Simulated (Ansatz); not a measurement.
Geometry optimisation, RKS PBE-D4/def2-SVP in Ansatz 0.2.0.

The input (input.yaml):

```yaml
crystal:
  periodic: [false, false, false]
  atoms:
    - { symbol: Ge, position_ang: [0.0, 0.0, 0.0] }
    - { symbol: H, position_ang: [0.0, 0.0, 1.9] }
    - { symbol: Cl, position_ang: [2.0935, 0.0, -0.7393] }
    - { symbol: F, position_ang: [-0.7913, 1.3709, -0.5594] }
    - { symbol: F, position_ang: [-0.7913, -1.3709, -0.5594] }
    - { symbol: O, position_ang: [1.0856, 1.6372, 0.6527] }
    - { symbol: H, position_ang: [1.8625, 1.3234, 1.2167] }
    - { symbol: H, position_ang: [0.5492, 0.8282, 1.8011] }
basis:
  gaussian: { orbitals: def2-SVP }
hamiltonian:
  xc: pbe
  dispersion: d4
relax:
  f_tol: 0.15
  max_steps: 25
  restrain:
    - { distance: [0, 5], at: 1.77, k: 30.0 }
    - { distance: [7, 1], at: 0.66, k: 30.0 }
    - { distance: [0, 1], at: 2.75, k: 30.0 }
    - { distance: [7, 5], at: 2.21, k: 30.0 }
```

Command:

```bash
$ ansatz run input.yaml --threads 2 --pin off --max-ram 3072MiB --backend cpu --events-out ev --progress --plain --runs-dir out
```

Question: Where does it end, and by what steps?

Answer: The run converged. The restraints hold the end off the free minimum; the threshold counts their pulls, which the force column leaves out. Restrained pairs: Ge1–O6 (2.07 → 1.77 Å), H2–H8 (1.00 → 0.72 Å), Ge1–H2 (1.90 → 2.76 Å), O6–H8 (1.50 → 2.22 Å). After 9 steps the energy has fallen by 3.927 eV (the restraints' own energy left out); F5 moved furthest, 0.95 Å.

| step | energy less start (eV) | largest force component (eV/Å) | accepted |
| --- | --- | --- | --- |
| 0 | 0.0000 | 5.411 | yes |
| 1 | -0.1733 | 3.721 | yes |
| 2 | -0.9320 | 3.256 | yes |
| 3 | -2.2912 | 2.466 | yes |
| 4 | -3.1360 | 1.847 | yes |
| 5 | -3.4744 | 1.395 | yes |
| 6 | -3.7270 | 1.146 | yes |
| 7 | -3.8734 | 1.295 | yes |
| 8 | -3.9179 | 1.773 | yes |
| 9 | -3.9268 | 1.672 | yes |

```xyz
8
Properties=species:S:1:pos:R:3
Ge 0.391 0.459 -0.351
H -0.121 -0.224 2.277
Cl 2.014 -0.293 -1.530
F -0.772 1.280 -1.335
F -0.481 -0.930 0.224
O 0.945 1.642 0.838
H 1.872 1.456 1.085
H 0.161 0.399 2.503
```

The run took 12 s on 2 threads of Intel(R) Xeon(R) 6975P-C (Granite Rapids) (shared host), peak memory 0.17 GiB.
